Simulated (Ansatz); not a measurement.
Input file for Ansatz (a program for electronic structure): R-B3LYP-D3(BJ)/def2-TZVP on SiH4 (SMILES [SiH4]).

Ansatz 0.2 input:
```yaml
crystal:
  periodic: [false, false, false]
  atoms:
    - {symbol: Si, position_ang: [0.00000000, 0.00000000, 0.00000000]}
    - {symbol: H, position_ang: [0.85610000, 0.85610000, 0.85610000]}
    - {symbol: H, position_ang: [-0.85610000, -0.85610000, 0.85610000]}
    - {symbol: H, position_ang: [-0.85610000, 0.85610000, -0.85610000]}
    - {symbol: H, position_ang: [0.85610000, -0.85610000, -0.85610000]}
basis:
  gaussian:
    orbitals: def2-TZVP
hamiltonian:
  xc: b3lyp
  dispersion: d3bj
relax: {f_tol: 0.004, max_steps: 120}
scf: {lower_state_search: off}
```

Output:

```
WARN ansatz: RAYON_NUM_THREADS=4 ignored (pool sized by the plan → 4); use --threads N
Functional definition: B3LYP
these checks for a lower state are left out or cut short: stability, starts, cluster_reference, orbital_swaps, neighbouring_geometries, increment
integrals: 0.01 GiB planned
437 factors; their error is unknown
mean field: 0.14 GiB planned
mean field evaluation 1: about -7942.9968 eV, gradient 1.1e1 eV
mean field evaluation 2: about -7943.3414 eV, gradient 5.0e0 eV
mean field evaluation 4: about -7943.4230 eV, gradient 9.4e-2 eV
mean field evaluation 8: about -7943.4495 eV, gradient 4.9e-4 eV
mean field -7943.44948803 eV, -291.9163844216 hartree, gradient 9.7e-7 eV, S^2 0.000000; 0 other end points of the search recorded, 0 dependent functions left out
the calculation of the forces begins
reference -7943.44969962 eV, -291.9163921974 hartree; 9, 9 occupied and 52, 52 virtual orbitals, 437 factors
relax step   1: F+E_penalty+E_count = -7943.53565621 eV  Δ(F+E_penalty+E_count) = +0.000e0 eV  max|allowed force component| = 2.625e-2 eV/Å  Δτ_max = 0.0000 Å  (12 SCF iters, accepted)
these checks for a lower state are left out or cut short: stability, starts, cluster_reference, orbital_swaps, neighbouring_geometries, increment
integrals: 0.01 GiB planned
437 factors; their error is unknown
mean field: 0.14 GiB planned
mean field evaluation 16: about -7943.4497 eV, gradient 1.0e-1 eV
mean field -7943.44968294 eV, -291.9163915846 hartree, gradient 2.5e-6 eV, S^2 0.000000; 0 other end points of the search recorded, 0 dependent functions left out
the calculation of the forces begins
reference -7943.44989445 eV, -291.9163993574 hartree; 9, 9 occupied and 52, 52 virtual orbitals, 437 factors
relax step   2: F+E_penalty+E_count = -7943.53586616 eV  Δ(F+E_penalty+E_count) = -2.099e-4 eV  max|allowed force component| = 6.715e-3 eV/Å  Δτ_max = 0.0018 Å  (10 SCF iters, accepted)
these checks for a lower state are left out or cut short: stability, starts, cluster_reference, orbital_swaps, neighbouring_geometries, increment
integrals: 0.01 GiB planned
437 factors; their error is unknown
mean field: 0.14 GiB planned
mean field -7943.44969235 eV, -291.9163919304 hartree, gradient 1.9e-6 eV, S^2 0.000000; 0 other end points of the search recorded, 0 dependent functions left out
the calculation of the forces begins
reference -7943.44990383 eV, -291.9163997022 hartree; 9, 9 occupied and 52, 52 virtual orbitals, 437 factors
relax step   3: F+E_penalty+E_count = -7943.53588077 eV  Δ(F+E_penalty+E_count) = -1.462e-5 eV  max|allowed force component| = 1.097e-5 eV/Å  Δτ_max = 0.0006 Å  (10 SCF iters, accepted)
Total energy: -7943.53609225 eV, -291.9195670682 hartree
Atom 0 at     0.000000    -0.000000    -0.000000 Å, force    -0.000000    -0.000000    -0.000000 eV/Å
Atom 1 at     0.854676     0.854676     0.854676 Å, force     0.000011     0.000011     0.000011 eV/Å
Atom 2 at    -0.854676    -0.854676     0.854676 Å, force    -0.000011    -0.000011     0.000011 eV/Å
Atom 3 at    -0.854676     0.854676    -0.854676 Å, force    -0.000011     0.000011    -0.000011 eV/Å
Atom 4 at     0.854676    -0.854676    -0.854676 Å, force     0.000011    -0.000011    -0.000011 eV/Å
Dipole moment:     0.000000    -0.000000    -0.000000 e Å
Checks for a lower state left out: stability, starts, cluster_reference, orbital_swaps, neighbouring_geometries, increment
```

The run converged.

Cost: about 2.3 core-seconds (a rough figure).
